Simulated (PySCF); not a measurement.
ClRb, charge +1, multiplicity 2. Atoms are numbered in the order given.

```xyz
2

Rb     0.0000     0.0000    -1.2238
Cl     0.0000     0.0000     2.6637
```
Charge +1, spin multiplicity 2.

Coordinates come from a B3LYP-D3(BJ)/def2-TZVPD optimisation. The spin state was assumed, not searched. The def2 effective core potentials stand for the cores of Rb; spin–orbit coupling is left out.

Method: PySCF with r2SCAN/def2-TZVPD.

Mulliken values depend strongly on the basis, most of all with diffuse functions as here. ESP charges are fitted to the potential on shells at 1.4 to 2.0 van der Waals radii. Atomic charges (e):

```csv
atom,ESP fit,Mulliken,Mulliken spin
Rb1,…,0.99,0.00
Cl2,…,0.01,1.00
```

What belongs in the gaps? (An estimate is asked for; the answer gives what the named calculation found.)


- Rb1, ESP fit: 0.94
- Cl2, ESP fit: 0.06
